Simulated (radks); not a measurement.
Initial-state core-level shifts of the mercury ion Hg2+ when its valence configuration changes from [Xe] 4f14 5d10. Method: scalar-relativistic Kohn-Sham, SCAN, spin-polarised, spherical densities, finite nucleus; open shells are filled with parallel spins first (spin-orbit coupling, left out, can overturn this in heavy ions); meta-GGA in the generalised Kohn-Sham scheme; Fermi nuclear charge, rms radius 5.4648 fm; computed with a radial shooting solver on a logarithmic mesh with Libxc functionals. Shifts are changes of the shell-averaged eigenvalues in eV (positive: less bound); the change of the density at the nucleus, which sets a Mossbauer isomer shift, is in e/bohr^3, on a base of 2.499e+06.

valence                    1s       3d       4s       5p  density at nucleus
4f14 5d9.5 6s0.5       -2.090   -2.157   -2.114   -1.788              +121.2
4f14 5d9 6p1           -5.878   -5.986   -5.917   -5.308               +18.6
4f13 5d10 6s1         -17.459  -20.679  -18.148   -7.020              +406.4
4f13 5d10 6p1         -19.198  -22.391  -19.880   -8.812              +178.6
4f13 5d9.5 6s0.5 6p1  -21.360  -24.629  -22.056  -10.594              +310.6
4f14 5d9 6s1           -4.165   -4.300   -4.212   -3.551              +242.0
4f14 5d8.5 6s0.5 6p1   -7.942   -8.125   -8.002   -7.006              +148.4
4f12 5d10 6s2         -35.908  -42.503  -37.081  -14.395              +871.5
4f13 5d9.5 6s1.5      -19.756  -23.045  -20.451   -8.941              +550.7
